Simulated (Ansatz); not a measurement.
```yaml
crystal:
  periodic: [false, false, false]
  atoms:
    - {symbol: Bi, position_ang: [-2.177859, 1.903041, 5.100444]}
    - {symbol: Ag, position_ang: [-0.895740, 3.840389, 2.935820]}
    - {symbol: Ag, position_ang: [0.551373, 1.591142, 4.200914]}
    - {symbol: Ag, position_ang: [0.642704, 4.464928, 0.922701]}
    - {symbol: Ag, position_ang: [-3.175254, 2.024463, 2.690066]}
    - {symbol: Ag, position_ang: [-3.140688, 0.166187, 0.617039]}
    - {symbol: Ag, position_ang: [1.492781, 1.713133, 1.559574]}
    - {symbol: Ag, position_ang: [0.639658, 1.955769, -1.136774]}
    - {symbol: Ag, position_ang: [-1.304011, 0.539881, 2.988296]}
    - {symbol: Ag, position_ang: [-0.055577, 0.140377, 0.289290]}
    - {symbol: Ag, position_ang: [-1.546840, 2.357761, 0.572231]}
    - {symbol: Ag, position_ang: [1.905988, 4.067432, 3.205089]}
    - {symbol: Ag, position_ang: [1.400646, -0.545251, 2.399087]}
basis:
  gaussian: {orbitals: def2-mTZVPP, fitting: {mean_field: def2-universal-jkfit}}
magnetization: {spin_polarized: false, initial_magnetization: 1}
hamiltonian: {xc: {name: wB97}, pseudopotentials: {relativity: none}}
scf: {lower_state_search: light}
output: {forces: true}
```

```sh
$ ansatz run in.yaml --threads 2 --pin off --events-out ev --progress --plain --max-ram 22528MiB --backend cuda --devices 0, --max-vram 18GiB
```

Shortened log:

```
Functional definition: wB97
3311 factors; integrals over basis functions are off by at most 1.4e0 eV
3311 factors; integrals over basis functions are off by at most 1.3e-6 eV
mean field evaluation 1: about -53837.9422 eV, gradient 9.7e1 eV
mean field evaluation 2: about -53837.8898 eV, gradient 9.6e1 eV
mean field evaluation 4: about -53854.6335 eV, gradient 1.1e1 eV
mean field evaluation 8: about -53854.9885 eV, gradient 4.2e-1 eV
mean field evaluation 16: about -53854.9904 eV, gradient 7.9e-3 eV
mean field evaluation 32: about -53854.9904 eV, gradient 2.0e-5 eV
mean field evaluation 64: about -53734.0830 eV, gradient 1.4e2 eV
mean field evaluation 96: about -53787.5245 eV, gradient 1.2e2 eV
mean field evaluation 128: about -53738.9279 eV, gradient 1.4e2 eV
mean field -53854.99043050 eV, -1979.1343940973 hartree, gradient 6.4e-6 eV, S^2 0.750000; 6 other end points of the search recorded, 0 dependent functions left out
reference -53854.99041613 eV, -1979.1343935690 hartree; 126, 125 occupied and 306, 307 virtual orbitals, 3311 factors
Total energy: -53854.99041613 eV, -1979.1343935690 hartree
Atom 0 at    -2.177859     1.903041     5.100444 Å, force     0.525013     0.990764     1.823447 eV/Å
Atom 1 at    -0.895740     3.840389     2.935820 Å, force    -0.748891    -0.648083     1.175968 eV/Å
Atom 2 at     0.551373     1.591142     4.200914 Å, force     1.530828     1.173546     1.400533 eV/Å
Atom 3 at     0.642704     4.464928     0.922701 Å, force     0.032135    -0.229207    -1.412715 eV/Å
Atom 4 at    -3.175254     2.024463     2.690066 Å, force    -3.195433     1.884457    -1.013560 eV/Å
Atom 5 at    -3.140688     0.166187     0.617039 Å, force     0.121143    -0.442065    -0.143364 eV/Å
Atom 6 at     1.492781     1.713133     1.559574 Å, force     0.764850     3.894751    -0.416496 eV/Å
Atom 7 at     0.639658     1.955769    -1.136774 Å, force     0.955235     2.359757    -1.803827 eV/Å
Atom 8 at    -1.304011     0.539881     2.988296 Å, force     0.842058    -3.651508    -1.794889 eV/Å
Atom 9 at    -0.055577     0.140377     0.289290 Å, force    -2.044282    -3.138778     0.520629 eV/Å
Atom 10 at    -1.546840     2.357761     0.572231 Å, force     0.364135     0.947125    -0.504543 eV/Å
Atom 11 at     1.905988     4.067432     3.205089 Å, force     0.565217    -0.242528     0.591248 eV/Å
Atom 12 at     1.400646    -0.545251     2.399087 Å, force     0.287993    -2.898232     1.577570 eV/Å
Dipole moment:     0.592081    -0.167181    -0.893339 e Å
```

It took 46 s on 2 threads of AMD EPYC 7R13 on a shared host and a share (18 GiB) of an NVIDIA H100 80GB HBM3, peak host memory 2.5 GiB.

In the def2 sets Ag, Bi take a core potential; there is no spin–orbit coupling.

With spin_polarized false and unpaired electrons the run is restricted open-shell.
